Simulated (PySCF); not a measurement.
SMILES F[Si](F)(F)CCl (PBE0/def2-SVP optimised geometry):

```
8

F     -0.398    -1.559    -1.262
Si     0.098    -0.714     0.000
F      1.695    -0.714     0.000
F     -0.391    -1.479     1.321
C     -0.596     1.004     0.000
Cl    -0.080     1.887    -1.462
H     -1.695     0.976     0.026
H     -0.254     1.559     0.886
```

Method: PySCF with PBE0/def2-TZVP.

### Question
What are the frontier orbital energies and the dipole moment?

### Answer
HOMO-2 -11.69 eV, HOMO-1 -9.14 eV, HOMO -8.88 eV, LUMO -0.31 eV, LUMO+1 0.69 eV; dipole moment 2.12 D.

Meta-Löwdin charges at PBE0/def2-TZVP: F1 -0.48, Si2 1.68, F3 -0.48, F4 -0.49, C5 -0.48, Cl6 -0.08, H7 0.16, H8 0.16.
